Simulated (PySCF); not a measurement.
These 2 structures share the formula C8H10S. Computed with PySCF, PBE0-D3(BJ)/def2-SVP geometry optimisation, gas phase. Energies are electronic, without zero-point or thermal terms, for one conformer each. No frequencies were run at this level. Point groups hold within 0.08 Å.

Task: Rank from lowest to highest electronic energy at this level (kJ/mol).
A. `[CH3:1][CH2:2][c:3]1[cH:4][cH:5][cH:6][cH:7][c:8]1[SH:9]` with C1–C2–C3–C4 95°, C7–C8–S9–H 2° (2-ethylbenzenethiol)
B. `[CH3:1][C:2]#[C:3][C@@H:4]1[CH2:5][CH2:6][C:7](=[S:8])[CH2:9]1` with C3–C4–C5–C6 -80°, C4–C5–C6–C7 -32°, C5–C6–C7–S8 -168°, C6–C7–C9–C4 13°

Result: A (0.0), B (219.8).

As drawn, the lower has an aromatic ring and an S–H bond, which the higher lacks; the higher has a C≡C bond and a C=S bond, which the lower lacks.

```csv
SMILES,E (Eh),E rel (kJ/mol),dipole (D),point group,"A, B, C (MHz)"
CCc1ccccc1S,-708.23025,0.0,0.69,C1,"1851, 1304, 816.9"
CC#C[C@@H]1CCC(=S)C1,-708.14652,219.8,2.88,C1,"2248, 764.2, 669.2"
```
